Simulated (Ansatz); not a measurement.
Cost and result for the atomization energy of ClF₂H₃SSi₂, SMILES `F[SiH](F)S[SiH2]Cl` (9 atoms, 8 bonds).

Cartesian coordinates in Å:
```
F 0.0381 2.1423 -1.1362
Si 0.9043 0.8242 -0.9982
F 2.3674 1.1799 -1.4803
S 1.0496 0.2261 1.0200
Si -0.8526 -0.7335 1.1294
Cl -0.7293 -2.7110 0.6150
H 0.3181 -0.1987 -1.8782
H -1.2952 -0.6418 2.5342
H -1.8002 -0.0873 0.1944
```

Charge 0, multiplicity 1. The geometry is a stationary point of PBE0-D4/def2-TZVP. It is one conformer, not always the lowest. Program: Ansatz. All runs use 4 threads of an Arm Neoverse V2 on a shared host. Times are those of one run each, without the atoms' runs, and a repeat can differ threefold. Electronic energies, without spin–orbit coupling; frozen cores. CCSD(T)/CBS adds CCSD(T) − MP2 in def2-TZVPP to the MP2 limit, and its time is that of the two runs behind it. T1 = 0.011. B3LYP takes the VWN-RPA correlation (the form of Gaussian; ORCA's B3LYP/G).

CCSD(T)/CBS is a level of theory with its own doubt, some kJ/mol a heavy atom from the limit and from the frozen cores, so smaller differences don't rank the functionals.

```
                             level  functions  wall time
   PBE-D4/def2-TZVPP (with forces)        272      2.8 s
                PBE0-D4/def2-TZVPP        272      4.1 s
r2SCAN-D4/def2-TZVPP (with forces)        272        6 s
 B3LYP-D4/def2-TZVPP (with forces)        272      6.5 s
                 B2PLYP/def2-TZVPP        272      6.5 s
                ωB97X-V/def2-TZVPP        272      9.5 s
  ωB97M-V/def2-TZVPP (with forces)        272       14 s
                    MP2/def2-QZVPP        484       23 s
                CCSD(T)/def2-TZVPP        272    4.2 min
                 CCSD(T)/CBS(def2)          –    4.6 min
```

(1) What atomization energy does each give, and how far from CCSD(T)/CBS? (Estimate.)

Answers

(1) Ansatz gave: 
```
                             level  atomization (kcal/mol)  difference from CCSD(T)/CBS  per bond
   PBE-D4/def2-TZVPP (with forces)                   771.8                         -1.3      -0.2
                PBE0-D4/def2-TZVPP                   760.4                        -12.7      -1.6
r2SCAN-D4/def2-TZVPP (with forces)                   772.4                         -0.7      -0.1
 B3LYP-D4/def2-TZVPP (with forces)                   759.4                        -13.7      -1.7
                 B2PLYP/def2-TZVPP                   754.7                        -18.4      -2.3
                ωB97X-V/def2-TZVPP                   774.4                          1.3       0.2
  ωB97M-V/def2-TZVPP (with forces)                   772.5                         -0.6      -0.1
                    MP2/def2-QZVPP                   786.4                         13.3       1.7
                CCSD(T)/def2-TZVPP                   746.0                        -27.1      -3.4
                 CCSD(T)/CBS(def2)                   773.1                          0.0       0.0
```

The D4 term adds +11.6 kcal/mol with B3LYP and +6.1 kcal/mol with PBE0; it sums over pairs of atoms, weighted by their polarisabilities, and B3LYP, whose exchange is more repulsive, gets the larger term. In def2-TZVPP, CCSD(T) changes the Hartree–Fock value by +172.6 kcal/mol (the triples alone add +12.5 kcal/mol) and MP2 by +196.6 kcal/mol; breaking electron pairs costs correlation energy, which Hartree–Fock lacks. From PBE to PBE0 (25 % exact exchange), in def2-TZVPP and without D4, the atomization energy moves by −10.4 kcal/mol: exact exchange takes away binding that semilocal exchange gives to molecules.
